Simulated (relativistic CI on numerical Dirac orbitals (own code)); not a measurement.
# Calculated levels, Tm XVII

Calculated at this level of theory: Dirac-Coulomb-Breit CI, orbitals from a KLI potential per configuration, model QED (radiative potential, 1s self-energy scaled to tabulated hydrogen-like ionisation energies), unscaled Slater integrals (own radial code, finite nucleus).

CI space (outside the closed core [Ar] 3d10 4p6 4d10): 4s2 4f7, 4s2 4f6 5s, 4s2 4f5 5s2, 4s2 4f5 5s 5p, 4s2 4f6 5p, 4s2 4f6 6s, 4s2 4f6 6p, 4s2 4f6 7s, 4s 4f8, 4f9. Levels of other configurations are missing.

| No. | Configuration | Term | J | E (cm⁻¹) | % | Lifetime (s) | jj configuration (%) |
| --- | --- | --- | --- | --- | --- | --- | --- |
| 41 | 4s2 4f7 | 6F° | 5/2 | 103039.9 | 48 | 1.38e-02 | 4f5/2^3 4f7/2^4 (40) |
| 42 | 4s2 4f7 | 6F° | 7/2 | 103091.5 | 41 | 2.67e-02 | 4f5/2^4 4f7/2^3 (41) |
| 43 | 4s2 4f7 | 4L° | 17/2 | 103245.0 | 36 | 1.15e-02 | 4f5/2^3 4f7/2^4 (54) |
| 44 | 4s2 4f7 | 4L° | 15/2 | 103282.7 | 63 | 1.42e-02 | 4f5/2^4 4f7/2^3 (54) |
| 45 | 4s2 4f7 | 4H° | 13/2 | 103773.2 | 37 | 1.95e-02 | 4f5/2^4 4f7/2^3 (61) |
| 46 | 4s2 4f7 | 6F° | 9/2 | 104475.7 | 38 | 2.33e-02 | 4f5/2^3 4f7/2^4 (42) |
| 47 | 4s2 4f7 | 4H° | 11/2 | 104664.9 | 42 | 7.56e-03 | 4f5/2^3 4f7/2^4 (44) |
| 48 | 4s2 4f7 | 6F° | 3/2 | 105045.5 | 50 | 9.28e-03 | 4f5/2^3 4f7/2^4 (51) |
| 49 | 4s2 4f7 | 6H° | 5/2 | 106552.2 | 33 | 1.25e-02 | 4f5/2^3 4f7/2^4 (41) |
| 50 | 4s2 4f7 | 4L° | 19/2 | 106818.3 | 83 | 1.24e-01 | 4f5/2^3 4f7/2^4 (75) |
| 51 | 4s2 4f7 | 4D° | 1/2 | 107172.7 | 54 | 1.14e-02 | 4f5/2^3 4f7/2^4 (59) |
| 52 | 4s2 4f7 | 4K° | 11/2 | 107925.9 | 72 | 1.08e-02 | 4f5/2^4 4f7/2^3 (53) |
| 53 | 4s2 4f7 | 6H° | 15/2 | 108591.8 | 72 | 2.82e-02 | 4f5/2^4 4f7/2^3 (42) |
| 54 | 4s2 4f7 | 6H° | 7/2 | 108754.9 | 26 | 2.14e-02 | 4f5/2^4 4f7/2^3 (39) |
| 55 | 4s2 4f7 | 6H° | 9/2 | 109450.0 | 45 | 2.72e-02 | 4f5/2^3 4f7/2^4 (35) |
| 56 | 4s2 4f7 | 6H° | 11/2 | 109543.0 | 46 | 3.64e-02 | 4f5/2^4 4f7/2^3 (54) |
| 57 | 4f6(7F) 5s | 6F | 1/2 | 110609.1 | 74 |  | 4f5/2^4 4f7/2^2 5s (28) |
| 58 | 4s2 4f7 | 4H° | 9/2 | 111160.9 | 53 | 8.27e-03 | 4f5/2^4 4f7/2^3 (42) |
| 59 | 4s2 4f7 | 6H° | 13/2 | 111928.0 | 38 | 1.37e-02 | 4f5/2^3 4f7/2^4 (42) |
| 60 | 4s2 4f7 | 4L° | 17/2 | 112419.7 | 51 | 1.00e-02 | 4f5/2^3 4f7/2^4 (57) |
| 61 | 4f6(7F) 5s | 6F | 3/2 | 113017.6 | 82 | 2.90e-03 | 4f5/2^5 4f7/2 5s (33) |
| 62 | 4s2 4f7 | 6H° | 7/2 | 113317.1 | 27 | 8.92e-03 | 4f5/2^3 4f7/2^4 (46) |
| 63 | 4s2 4f7 | 4K° | 15/2 | 113708.7 | 43 | 8.43e-03 | 4f5/2^4 4f7/2^3 (43) |
| 64 | 4s2 4f7 | 4K° | 13/2 | 114342.1 | 58 | 7.37e-03 | 4f5/2^3 4f7/2^4 (68) |
| 65 | 4s2 4f7 | 4H° | 11/2 | 115175.3 | 49 | 3.04e-02 | 4f5/2^3 4f7/2^4 (48) |
| 66 | 4s2 4f7 | 2Q° | 23/2 | 115688.4 | 82 | 5.41e-02 | 4f5/2^3 4f7/2^4 (64) |
| 67 | 4s2 4f7 | 4H° | 7/2 | 115940.0 | 54 | 1.25e-02 | 4f5/2^3 4f7/2^4 (38) |
| 68 | 4f6(7F) 5s | 6F | 5/2 | 116034.4 | 89 | 2.06e-03 | 4f5/2^4 4f7/2^2 5s (44) |
| 69 | 4s2 4f7 | 4G° | 5/2 | 116470.0 | 42 | 1.12e-02 | 4f5/2^3 4f7/2^4 (46) |
| 70 | 4s2 4f7 | 4H° | 9/2 | 116696.1 | 37 | 8.75e-03 | 4f5/2^4 4f7/2^3 (54) |
| 71 | 4f6(5D) 5s | 6D | 1/2 | 116779.9 | 66 | 7.35e-04 | 4f5/2^6 5s (26) |
| 72 | 4s2 4f7 | 4H° | 13/2 | 117745.7 | 61 | 5.32e-02 | 4f5/2^3 4f7/2^4 (47) |
| 73 | 4s2 4f7 | 4G° | 11/2 | 117841.5 | 60 | 1.26e-02 | 4f5/2^3 4f7/2^4 (55) |
| 74 | 4s2 4f7 | 4I° | 9/2 | 118100.8 | 22 | 1.11e-02 | 4f5/2^3 4f7/2^4 (34) |
| 75 | 4s2 4f7 | 6H° | 5/2 | 118135.8 | 39 | 9.60e-03 | 4f5/2^3 4f7/2^4 (43) |
| 76 | 4s2 4f7 | 4S° | 3/2 | 118155.6 | 80 | 3.39e-03 | 4f5/2^5 4f7/2^2 (35) |
| 77 | 4s2 4f7 | 2Q° | 25/2 | 118678.6 | 100 | 5.31e-01 | 4f5/2^3 4f7/2^4 (100) |
| 78 | 4f6(7F) 5s | 6F | 7/2 | 119118.3 | 92 |  | 4f5/2^3 4f7/2^3 5s (45) |
| 79 | 4s2 4f7 | 4G° | 9/2 | 119758.0 | 41 | 1.91e-02 | 4f5/2^4 4f7/2^3 (41) |
| 80 | 4s2 4f7 | 4I° | 13/2 | 119798.1 | 66 | 3.26e-02 | 4f5/2^3 4f7/2^4 (35) |
| 81 | 4s2 4f7 | 4I° | 11/2 | 119838.3 | 60 | 3.19e-02 | 4f5/2^4 4f7/2^3 (42) |
| 82 | 4s2 4f7 | 4G° | 7/2 | 120271.9 | 73 | 1.21e-02 | 4f5/2^3 4f7/2^4 (51) |
| 83 | 4s2 4f7 | 4F° | 3/2 | 120406.3 | 71 | 6.39e-03 | 4f5/2^2 4f7/2^5 (57) |
| 84 | 4s2 4f7 | 4I° | 15/2 | 121990.9 | 71 | 2.75e-02 | 4f5/2^3 4f7/2^4 (55) |
| 85 | 4f6(7F) 5s | 6F | 9/2 | 122042.1 | 91 |  | 4f5/2^3 4f7/2^3 5s (41) |
| 86 | 4f6(5D) 5s | 6D | 3/2 | 122068.7 | 77 | 6.11e-04 | 4f5/2^5 4f7/2 5s (31) |
| 87 | 4s2 4f7 | 2G° | 9/2 | 122342.1 | 29 | 1.47e-02 | 4f5/2^3 4f7/2^4 (70) |
| 88 | 4s2 4f7 | 4G° | 5/2 | 123368.3 | 47 | 1.61e-02 | 4f5/2^3 4f7/2^4 (59) |
| 89 | 4s2 4f7 | 4G° | 11/2 | 123552.4 | 45 | 6.85e-03 | 4f5/2^2 4f7/2^5 (58) |
| 90 | 4s2 4f7 | 4D° | 7/2 | 124575.5 | 24 | 3.76e-03 | 4f5/2^3 4f7/2^4 (32) |
| 91 | 4f6(7F) 5s | 6F | 11/2 | 124645.8 | 87 | 6.66e-04 | 4f5/2^3 4f7/2^3 5s (37) |
| 92 | 4s2 4f7 | 4I° | 15/2 | 125612.5 | 48 | 1.55e-02 | 4f5/2^4 4f7/2^3 (53) |
| 93 | 4s2 4f7 | 2M° | 17/2 | 125889.1 | 42 | 4.59e-03 | 4f5/2^2 4f7/2^5 (46) |
| 94 | 4s2 4f7 | 4G° | 7/2 | 126008.8 | 32 | 7.80e-03 | 4f5/2^2 4f7/2^5 (40) |
| 95 | 4s2 4f7 | 4M° | 19/2 | 126892.6 | 35 | 3.76e-02 | 4f5/2^4 4f7/2^3 (65) |
| 96 | 4s2 4f7 | 4I° | 13/2 | 126918.6 | 30 | 1.35e-02 | 4f5/2^3 4f7/2^4 (50) |
| 97 | 4s2 4f7 | 2N° | 21/2 | 126995.4 | 43 | 3.38e-02 | 4f5/2^4 4f7/2^3 (62) |
| 98 | 4s2 4f7 | 4M° | 15/2 | 127807.4 | 47 | 9.59e-03 | 4f5/2^4 4f7/2^3 (50) |
| 99 | 4s2 4f7 | 4D° | 7/2 | 128138.6 | 28 | 3.06e-03 | 4f5/2^2 4f7/2^5 (32) |
| 100 | 4f6(5D) 5s | 6D | 5/2 | 128393.8 | 86 | 5.34e-04 | 4f5/2^4 4f7/2^2 5s (40) |
| 101 | 4s2 4f7 | 4D° | 5/2 | 128487.2 | 49 | 5.43e-03 | 4f5/2^5 4f7/2^2 (37) |
| 102 | 4s2 4f7 | 4I° | 11/2 | 128907.2 | 42 | 1.56e-02 | 4f5/2^3 4f7/2^4 (51) |
| 103 | 4s2 4f7 | 4M° | 17/2 | 129822.1 | 55 | 2.66e-02 | 4f5/2^4 4f7/2^3 (59) |
| 104 | 4s2 4f7 | 4D° | 3/2 | 130157.2 | 77 | 4.89e-03 | 4f5/2^4 4f7/2^3 (40) |
| 105 | 4s2 4f7 | 4D° | 1/2 | 130381.2 | 97 | 4.00e-03 | 4f5/2^4 4f7/2^3 (41) |
| 106 | 4f6(5L) 5s | 6L | 11/2 | 130988.0 | 85 | 1.64e-02 | 4f5/2^4 4f7/2^2 5s (36) |
| 107 | 4s2 4f7 | 4I° | 9/2 | 131167.5 | 67 | 8.52e-03 | 4f5/2^3 4f7/2^4 (50) |
| 108 | 4s2 4f7 | 2I° | 13/2 | 132626.5 | 44 | 1.15e-02 | 4f5/2^4 4f7/2^3 (46) |
| 109 | 4s2 4f7 | 4K° | 11/2 | 132877.2 | 39 | 1.06e-02 | 4f5/2^3 4f7/2^4 (49) |
| 110 | 4f6(5L) 5s | 6L | 13/2 | 132964.3 | 82 | 1.02e-02 | 4f5/2^4 4f7/2^2 5s (36) |

Energies count from the lowest computed level; ° marks odd parity; lifetimes are radiative, by E1, M1, E2, M2 decay to levels of this space only; some are left blank where a channel outside the calculation adds to the decay or the decay crosses a small, uncertain gap. Percentages are summed over parent terms; the parents shown are those of the largest component, closed shells are left out there. Filled j subshells are mostly left out of the jj labels.

The mean weight of the leading LS term, summed over parents, in these 70 levels is 56 %, and that of the leading jj configuration (from the same eigenvectors) 47 %.

At this charge transitions that keep the count of f electrons are usually good to a few per cent. Terms inside the open d or f shell come out 10 to 20 % too wide with unscaled integrals. Levels that differ in their count of f electrons can be misplaced by several ten thousand cm⁻¹, since the correlation energy of f electrons is missing or only estimated; rates across such gaps can be off by orders of magnitude.

LS names give the leading component of a level, which can be under half, so a name can repeat, a term be missing and a line seem to break the LS rules.
